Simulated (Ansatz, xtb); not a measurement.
CH11GeNSi2: which of two isomers lies lower

Structure I is `C[SiH]([GeH3])N[SiH3]`, a singlet and structure II is `C[SiH2]N[SiH2][GeH3]`, a singlet. Both are isolated molecules in the gas phase, relaxed with B3LYP/def2-SVP, each in the lowest conformer that the search found.

**Question.** Estimate E(II) − E(I) at the level CCSD(T)/def2-SVP + ΔMP2/def2-TZVPP.

**Answer.** CCSD(T)/def2-SVP + ΔMP2/def2-TZVPP gives E(II) − E(I) = −0.01 kcal/mol, slightly favouring structure II, which is too small a margin to settle the true order.

Level by level:

```tsv
level	geometry	E(II) − E(I) (kcal/mol)	departure from the last row (kcal/mol)	job, with rough time for the two
B3LYP/def2-SVP	B3LYP/def2-SVP	−1.35	−1.35	optimisation, 5.8 min
HF/def2-SVP	B3LYP/def2-SVP	−1.32	−1.31	part of the CCSD(T) run
MP2/def2-SVP	B3LYP/def2-SVP	−0.05	−0.05	part of the CCSD(T) run
CCSD(T)/def2-SVP	B3LYP/def2-SVP	−0.16	−0.15	single point
CCSD(T)/def2-SVP + ΔMP2/def2-TZVPP	B3LYP/def2-SVP	−0.01		single point, 2 min
```

As drawn, both hold the same kinds of bond in the same numbers.

The largest departure from CCSD(T)/def2-SVP + ΔMP2/def2-TZVPP is that of B3LYP/def2-SVP, 1.35 kcal/mol. A small imaginary or near-zero mode remains, so no thermal terms are given. Levels run at GFN2-xTB geometries aren't shown. The last row adds to CCSD(T) the change of the MP2 difference between the two basis sets, here +0.15 kcal/mol.

The correlated steps freeze 21 core orbitals; the filled d shell of Ge is correlated, in a basis made for valence electrons. Programs: Ansatz 0.2.0, xtb 6.7.1; the last row on 2 threads of Arm Neoverse V2 on a shared host.
